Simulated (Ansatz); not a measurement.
Isolated molecules relaxed with PBE0-D4/def2-TZVP in Ansatz; ΔE leaves out vibrations. CCSD(T)/CBS adds triple-zeta CCSD(T) − MP2 to the extrapolated MP2 energy (def2 sets, frozen cores). This one scheme is used for every species. DFT in def2-TZVPP. HSE06 is defined as in plane-wave codes. One conformer a species, not always the lowest.

Reaction (formal hydrolysis of the Al–Cl bond): `[NH2][Al]([F])[Cl]` + H₂O → `[NH2][Al]([OH])[F]` + HCl

`[NH2][Al]([F])[Cl]`:

```xyz
6

N    -0.586    0.777   -0.232
Al    0.508   -0.540    0.109
F     1.980   -0.587   -0.615
Cl   -0.017   -2.063    1.424
H    -0.384    1.539   -0.858
H    -1.502    0.873    0.172
```

H₂O:

Z-matrix (Å, degrees):
```
O
H 1 0.960
H 1 0.960 2 105.1
```

`[NH2][Al]([OH])[F]`:

Cartesian coordinates in Å:
```
N 0.005 -0.717 -0.986
Al 0.444 0.236 0.421
O -0.641 1.101 1.377
F 2.030 0.299 0.849
H 0.670 -1.227 -1.545
H -0.925 -0.835 -1.348
H -1.583 1.144 1.232
```

HCl:

Z-matrix (Å, degrees):
```
Cl
H 1 1.279
```

| level | ΔE (kJ/mol) |
| --- | --- |
| PBE0-D4 | 36.1 |
| BLYP | 24.8 |
| PBE0 | 35.1 |
| HSE06 | 35.4 |

(1) What does CCSD(T)/CBS give? (Best estimate.)

Largest T1 diagnostic among the species: 0.012.

Answers

(1) Computed: +32.8 kJ/mol. The listed levels differ from it by 3.3, -8.0, 2.3, 2.6 kJ/mol.

From BLYP to BHLYP (50 % exact exchange), in def2-TZVPP and without D4, ΔE moves by +4.5 kJ/mol. Leaving LDA and LC-ωPBE aside and taking each functional with its dispersion term where it has one, the values, not all of them listed here, spread over 10.1 kJ/mol, from CAM-B3LYP-D4 to HSE06-D4. LDA lies −4.3 kJ/mol from PBE without D4.
